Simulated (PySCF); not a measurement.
Sn(OMe)2, C₂H₆O₂Sn.
Geometry (PBE0-D3(BJ)/def2-SVP, Å), atoms numbered from 1 in this order:
```xyz
11
C2H6O2Sn angstrom
Sn     0.0114    0.8122   -2.1599
O      1.5674    0.3422   -1.0053
C      1.8878   -0.1594    0.2478
H      2.2349   -1.2086    0.1812
H      1.0494   -0.1377    0.9686
H      2.7160    0.4229    0.6938
O     -1.5839    0.4435   -1.0173
C     -1.8703   -0.0432    0.2518
H     -2.6513    0.5754    0.7322
H     -1.0005   -0.0556    0.9338
H     -2.2629   -1.0771    0.2041
```

Level of theory: PBE0-D3(BJ)/def2-SVP geometry optimisation, gas phase, def2 core potentials past Kr (PySCF).

Take the most abundant isotopes and a rigid rotor. The values belong to one conformer.

Problem. What are A, B and C (MHz)?

Solution. Ia = 185.98, Ib = 194.73, Ic = 374.32 u·Å²; 505379 MHz·u·Å²/I gives A = 2717, B = 2595, C = 1350 MHz.

Problem. Classify the top.

Solution. An asymmetric top: κ = (2 × 2595 − 2717 − 1350)/(2717 − 1350) = 0.82.

Problem. Is it planar, by Δ = Ic − Ia − Ib?

Solution. Not planar: Δ = Ic − Ia − Ib = -6.38 u·Å². For a rigid frame Δ = −2 Σ m c², so Σ m c² = 3.19 u·Å² lies off the ab plane: 3.19 from hydrogen and 0.01 from heavier atoms. The atom farthest from that plane is 1.00 Å away.

Problem. List the rotational levels J(Ka,Kc) to J = 2 (MHz).

Solution. Above 0(0,0):
J = 1: 1(0,1) 3945, 1(1,1) 4068, 1(1,0) 5313
J = 2: 2(0,2) 10705, 2(1,2) 10713, 2(1,1) 14449, 2(2,1) 14815, 2(2,0) 15947

Problem. Which lines would a microwave search look for?

Solution. The dipole components are |μa| = 0.12 D, |μb| = 0.24 D, |μc| = 0.08 D. Intensities carry the squares of the components, which stand as 0.26 : 1.00 : 0.12 (a : b : c). Some lines, for components of 0.1 D or more:

| type | branch | J(Ka,Kc) | MHz | lower level (cm⁻¹) |
| --- | --- | --- | --- | --- |
| a | Q | 5(5,0) ← 5(5,1) | 621 | 2.647 |
| b | Q | 4(4,0) ← 4(3,1) | 2018 | 1.709 |
| a | Q | 4(3,1) ← 4(3,2) | 3325 | 1.598 |
| a | Q | 2(1,1) ← 2(1,2) | 3736 | 0.357 |
| b | Q | 2(1,1) ← 2(0,2) | 3744 | 0.357 |
| b | Q | 3(1,2) ← 3(0,3) | 6494 | 0.671 |
| a | Q | 5(2,3) ← 5(2,4) | 9112 | 1.960 |
| b | R | 4(0,4) ← 3(1,3) | 12106 | 0.671 |
| a | R | 4(2,3) ← 3(2,2) | 14699 | 0.889 |
| a | R | 5(1,4) ← 4(1,3) | 17418 | 1.379 |
| b | R | 5(2,3) ← 4(3,2) | 19969 | 1.598 |
| b | R | 5(3,2) ← 4(4,1) | 21754 | 1.750 |

Whether it is a minimum is left open (no frequencies). Constants of a rigid frame at the computed geometry: no zero-point averaging, no centrifugal distortion. A rigid rotor knows nothing of internal rotation, which can split or shift real lines.

The run took 49 s of wall time on one thread, Arm Neoverse V2 (aarch64), on a shared host, and the process peaked at 0.46 GiB of memory. This is the geometry optimisation.
